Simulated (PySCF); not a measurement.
Al(H)2(nBu), C4H11Al, SMILES C(C)C[CH2][AlH2] (GFN2-xTB optimised geometry):

```
16

Al    -2.392    -0.832     0.000
H     -3.339    -2.059    -0.025
H     -3.126     0.537     0.000
C     -0.395    -0.832     0.000
C     -0.044     0.654    -0.217
C      1.444     0.975    -0.067
C      2.302     0.328    -1.148
H      0.071    -1.173     0.937
H      0.067    -1.442    -0.787
H     -0.383     0.963    -1.212
H     -0.608     1.260     0.506
H      1.576     2.059    -0.112
H      1.787     0.641     0.915
H      1.955     0.623    -2.137
H      2.266    -0.757    -1.081
H      3.339     0.637    -1.043
```

Calculation: B3LYP/def2-TZVP (PySCF).

**Question.** What are the frontier orbital energies and the dipole moment?

**Answer.** HOMO-2 -8.83 eV, HOMO-1 -8.03 eV, HOMO -7.27 eV, LUMO -1.56 eV, LUMO+1 0.32 eV; dipole moment 0.88 D.

On the same geometry PBE/def2-TZVP (PySCF) gives HOMO-2 -7.66 eV, HOMO-1 -6.92 eV, HOMO -6.26 eV, LUMO -2.11 eV, LUMO+1 -0.18 eV; dipole moment 0.95 D.

Meta-Löwdin charges at B3LYP/def2-TZVP: Al1 0.59, H2 -0.16, H3 -0.17, C4 -0.48, C5 -0.17, C6 -0.18, C7 -0.33, H8 0.11, H9 0.11, H10 0.09, H11 0.09, H12 0.10, H13 0.09, H14 0.10, H15 0.10, H16 0.11.
